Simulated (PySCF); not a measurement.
Computed IR spectrum (relative IR intensity) of a molecule C4H12Si2. Geometry: TPSSh-D3(BJ)/def2-SVP. Other conformers were not sampled. Computed with TPSSh-D3(BJ)/def2-SVP run with PySCF. Frequencies are harmonic and unscaled.

Lines under 2 % of the strongest are left out, and lines within 2 cm⁻¹ are merged.

ν (cm⁻¹): 377 (vw), 456 (vw), 489 (vw), 679 (vw), 731 (m), 832 (s), 851 (w), 903 (m), 941 (m), 951 (m), 989 (w), 1077 (vw), 1221 (vw), 1440 (vw), 1481 (vw), 2217 (s), 2235 (vs), 3012 (m), 3019 (w), 3060 (m), 3072 (w) (against the strongest line: vs over 80 %, s over 45 %, m over 15 %, w over 4 %, vw less)

Problem. Which molecule gave these data?
(A) C1CC[SiH2][SiH2]C1
(B) [SiH3]C[SiH2]C1CC1
(C) C/C=C/[Si@H](C)[SiH3]
(D) C/C=C(\[SiH3])[SiH2]C

Solution. A, C1CC[SiH2][SiH2]C1
